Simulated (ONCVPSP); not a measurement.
## What one change does to a pseudopotential (Hf, ONCV)

```json
{
  "Element": "Hf (Z = 72)",
  "Generator": "ONCVPSP 4.0.1",
  "Type": "optimised norm-conserving Vanderbilt (ONCV)",
  "Functional": "PBE",
  "Relativity": "scalar-relativistic",
  "Frozen core": "[Kr] 4d10 4f14",
  "Valence charge": "12",
  "Reference configuration": "5s2 5p6 5d2 (charge +2)",
  "Partial waves": "5s: rc 1.70 bohr, ncon 4, nbas 8, qcut 8.3 1/bohr, 2 projectors, debl 0.9 Ha; 5p: rc 1.75 bohr, ncon 4, nbas 7, qcut 8.4 1/bohr, 2 projectors, debl 1 Ha; 5d: rc 2.45 bohr, ncon 3, nbas 8, qcut 6.3 1/bohr, 2 projectors, debl 3.9 Ha",
  "Local potential": "polynomial inside 1.60 bohr (lpopt 2, dvloc0 2 Ha)",
  "Core correction": "none"
}
```

In the s channel the program set the typed energies aside and used -3.017, 0.250 Ha. In the p channel the program set the typed energies aside and used -1.860, 0.250 Ha.

All-electron outer shells of the reference configuration (PBE, scalar-relativistic, ld1.x):

```json
{"shell": "5p", "level (eV)": "-50.63", "outermost node (bohr)": "0.60", "outermost maximum (bohr)": "1.16"}
{"shell": "4f", "level (eV)": "-31.91", "outermost node (bohr)": "–", "outermost maximum (bohr)": "0.45"}
{"shell": "5d", "level (eV)": "-16.70", "outermost node (bohr)": "0.67", "outermost maximum (bohr)": "1.65"}
```

Change: s: rc 1.58; local potential polynomial inside 1.58 bohr (lpopt 2, dvloc0 2 Ha).

Cutoffs: the cutoffs (Ha) at which the residual kinetic energy of the hardest occupied pseudo-wave falls to 1 and 0.1 mHa per electron; they do not see the model core or the augmentation charge, which bear on the density cutoff. Errors are all-electron minus pseudo energies relative to the spin-unpolarised reference configuration.

Problem. Predict the effect on cutoff, ghosts and configuration errors.

Solution. The potential gets harder (22 Ha and 26 Ha → 24 Ha and 28 Ha); a bound ghost appears in s, which as a rule spoils a file; the errors of the 4 common tests hardly move. A smaller radius makes the pseudo-wave follow the all-electron one further in, where it bends more sharply, so more plane waves are needed.

| quantity | base | changed |
| --- | --- | --- |
| cutoff, loose | 22 Ha | 24 Ha |
| cutoff, tight | 26 Ha | 28 Ha |
| loose cutoff by channel | s 22 Ha, p 21 Ha, d 12 Ha | s 24 Ha, p 21 Ha, d 12 Ha |
| bound ghosts | none | s |
| GHOST(+) flags under 300 eV | none | none |
| error for 5s2 5p6 5d2 6s2, meV [ΔE -22.16 eV] | +54 | +54 |
| error for 5s2 5p6 5d2 6s1, meV [ΔE -14.18 eV] | +21 | +21 |
| error for 5s2 5p6 5d1, meV [ΔE 21.79 eV] | -9.4 | -9.3 |
| error for 5s2 5p6 5d3 6s1, meV [ΔE -19.56 eV] | +30 | +30 |
| p: phases at 1.78 bohr within 0.05 rad from the reference energy up to (Ha; the scan ends near 5) | to the end of the scan | to the end of the scan |
| d: phases at 2.49 bohr within 0.05 rad from the reference energy up to (Ha; the scan ends near 5) | to the end of the scan | to the end of the scan |

 A true bound ghost makes a file unfit for plane-wave use even where its test errors are small: the radial tests pick states by their node count and pass the ghost by.
